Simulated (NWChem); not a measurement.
System: AuCl; SMILES [Cl][Au]

Input file for NWChem:

```
start job
memory heap 200 mb stack 900 mb global 1100 mb
geometry units angstroms noautoz
  Au     0.000000     0.000000    -0.404103
  Cl     0.000000     0.000000     1.848869
end
basis spherical
  * library def2-tzvp
end
ecp
  Au library def2-ecp
end
dft
  xc scan
  iterations 150
  mulliken
end
task dft energy
```

Output (shortened):

```
             Northwest Computational Chemistry Package (NWChem) 7.3.0
             --------------------------------------------------------

 ORDER OF PRIMARY AXIS IS BEING SET TO 4
 C4V symmetry detected

                             Geometry "geometry" -> ""
                             -------------------------

 Output coordinates in angstroms (scale by  1.889725989 to convert to a.u.)

  No.       Tag          Charge          X              Y              Z
 ---- ---------------- ---------- -------------- -------------- --------------
    1 Au                  79.0000     0.00000000     0.00000000    -0.39896379
    2 Cl                  17.0000     0.00000000     0.00000000     1.85400821

 Effective nuclear repulsion energy (a.u.)     315.4433545586

      Symmetry information
      --------------------

 Group name             C4v
 Group number             18
 Group order               8
 No. of unique centers     2

                                 NWChem DFT Module
                                 -----------------

 Summary of "ao basis" -> "ao basis" (spherical)
 ------------------------------------------------------------------------------
       Tag                 Description            Shells   Functions and Types
 ---------------- ------------------------------  ------  ---------------------
 Au                        def2-tzvp                14       40   6s4p3d1f
 Cl                        def2-tzvp                13       37   5s5p2d1f

      Symmetry analysis of basis
      --------------------------

        a1         27
        a2          0
        b1          7
        b2          7
        e          36

            General Information
            -------------------
          SCF calculation type: DFT
          Wavefunction type:  closed shell.
          No. of atoms     :     2
          No. of electrons :    36
           Alpha electrons :    18
            Beta electrons :    18
          Charge           :     0
          Spin multiplicity:     1
          Use of symmetry is: on ; symmetry adaption is: on
          Maximum number of iterations: 150
          AO basis - number of functions:    77
                     number of shells:    27
          Convergence on energy requested:  1.00D-06
          Convergence on density requested:  1.00D-05
          Convergence on gradient requested:  5.00D-04

              XC Information
              --------------
                         SCAN Method XC Functional
                  SCAN metaGGA Exchange Functional  1.000
                        SCAN Correlation Potential  1.000

             Grid Information
             ----------------
          Grid used for XC integration:  medium
          Radial quadrature: Mura-Knowles
          Angular quadrature: Lebedev.
          Tag              B.-S. Rad. Rad. Pts. Rad. Cut. Ang. Pts.
          ---              ---------- --------- --------- ---------
          Au                  1.35      123           8.0       590
          Cl                  1.00       88          10.0       590
          Grid pruning is: on
          Number of quadrature shells:   211
          Spatial weights used:  Erf1

      Superposition of Atomic Density Guess
      -------------------------------------

 Sum of atomic energies:        -611.95804867

      Non-variational initial energy
      ------------------------------

 Total energy =    -594.124225
 1-e energy   =   -1023.514047
 2-e energy   =     353.523699
 HOMO         =      -0.406863
 LUMO         =      -0.185117

      Symmetry analysis of molecular orbitals - initial
      -------------------------------------------------

 !! scf_movecs_sym_adapt:   14 vectors were symmetry contaminated

  Symmetry fudging

 !! scf_movecs_sym_adapt:   12 vectors were symmetry contaminated

  Numbering of irreducible representations:

     1 a1          2 a2          3 b1          4 b2          5 e

  Orbital symmetries:

     1 a1          2 a1          3 a1          4 e           5 e
     6 a1          7 a1          8 e           9 e          10 a1
    11 a1         12 e          13 e          14 b2         15 b1
    16 a1         17 e          18 e          19 a1         20 e
    21 e          22 a1         23 a1         24 a1         25 b1
    26 b2         27 e          28 e

     ---------------------------------------------
      Total Density - Mulliken Population Analysis
     ---------------------------------------------

    Atom       Charge   Shell Charges
 -----------   ------   -------------------------------------------------------
    1 Au  19    18.57   0.03 -0.46  1.68  0.76  0.50  0.18  2.62  2.88  0.53  0.03  6.60  2.79  0.44  0.00
    2 Cl  17    17.43   2.01  0.45  1.52  1.11  0.88  4.18  1.69  1.07  2.87  1.61  0.00  0.03  0.00

   convergence    iter        energy       DeltaE   RMS-Dens  Diis-err
 ---------------- ----- ----------------- --------- --------- ---------
 d= 0,ls=0.0,diis     1   -595.9913922647 -6.72D+02  1.15D-02  6.54D-01
 d= 0,ls=0.0,diis     2   -595.9808432447  1.05D-02  8.57D-03  5.29D-01
 d= 0,ls=0.0,diis     3   -596.0203895147 -3.95D-02  2.54D-03  9.67D-02
 d= 0,ls=0.0,diis     4   -596.0290218236 -8.63D-03  9.36D-04  3.17D-03
 d= 0,ls=0.0,diis     5   -596.0293910924 -3.69D-04  4.01D-04  7.00D-04
  Resetting Diis
 d= 0,ls=0.0,diis     6   -596.0294880249 -9.69D-05  1.05D-04  5.15D-05
 d= 0,ls=0.0,diis     7   -596.0294942797 -6.25D-06  2.65D-05  5.32D-06
 d= 0,ls=0.0,diis     8   -596.0294940662  2.14D-07  1.95D-05  7.59D-06
 d= 0,ls=0.0,diis     9   -596.0294946882 -6.22D-07  6.92D-06  1.80D-07

         Total DFT energy =     -596.029494688196
      One electron energy =    -1025.454650996346
           Coulomb energy =      394.719840061503
    Exchange-Corr. energy =      -41.160807001624
 Nuclear repulsion energy =       75.866123248271

 Numeric. integr. density =       36.000000867174

[...]
```

Level: SCAN/def2-TZVP with def2 effective core potentials on Au. Coordinates come from a PBE0/def2-SVP optimisation. def2 effective core potentials on Au; no spin-orbit coupling.
